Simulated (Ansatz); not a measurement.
C5H2AlClF6O3, SMILES `[OH][Al-]1([Cl])[O]C(C(F)(F)F)=CC(C(F)(F)F)=[O+]1`, relaxed with RKS PBE0-D4/def2-TZVP in the Gaussian-basis code of Ansatz from a PBE-D4/def2-SVP geometry. The force threshold is 0.005 eV/Å; the program also tests the step.

Total charge 0; spin multiplicity 1.

Start:

```xyz
18

O    -0.074   -3.359    1.113
Al    0.021   -1.699    1.479
Cl    0.175   -1.135    3.502
O     1.363   -0.805    0.530
C     1.221    0.240   -0.192
C     2.543    0.787   -0.766
F     3.401    1.048    0.231
F     2.346    1.919   -1.472
F     3.092   -0.132   -1.581
C     0.006    0.876   -0.499
C    -1.210    0.345   -0.036
C    -2.542    1.007   -0.440
F    -3.240    1.337    0.657
F    -3.270    0.143   -1.171
F    -2.340    2.121   -1.173
O    -1.348   -0.689    0.703
H    -0.150   -3.775    0.244
H     0.004    1.772   -1.128
```

```json
{"step": "1", "energy (eV)": "-46763.3795", "largest force (eV/Å)": "0.895", "largest move (Å)": "0.000"}
{"step": "2", "energy (eV)": "-46763.4866", "largest force (eV/Å)": "0.337", "largest move (Å)": "0.046"}
{"step": "3", "energy (eV)": "-46763.5040", "largest force (eV/Å)": "0.067", "largest move (Å)": "0.032"}
{"step": "4", "energy (eV)": "-46763.5045", "largest force (eV/Å)": "0.018", "largest move (Å)": "0.004"}
{"step": "5", "energy (eV)": "-46763.5046", "largest force (eV/Å)": "0.010", "largest move (Å)": "0.003"}
{"step": "6", "energy (eV)": "-46763.5046", "largest force (eV/Å)": "0.004", "largest move (Å)": "0.002"}
```

End:

```xyz
18

O    -0.073   -3.306    1.091
Al    0.021   -1.668    1.455
Cl    0.174   -1.099    3.461
O     1.338   -0.801    0.518
C     1.202    0.233   -0.188
C     2.522    0.771   -0.755
F     3.370    1.024    0.233
F     2.341    1.890   -1.453
F     3.063   -0.140   -1.559
C     0.006    0.871   -0.492
C    -1.191    0.337   -0.034
C    -2.522    0.989   -0.432
F    -3.211    1.311    0.655
F    -3.238    0.132   -1.153
F    -2.335    2.091   -1.155
O    -1.325   -0.686    0.689
H    -0.147   -3.703    0.227
H     0.005    1.755   -1.107
```

Run time 13 s (10 threads of an AMD EPYC 7R13 on a shared host and a whole NVIDIA H100 80 GB); peak host memory 1.5 GiB.
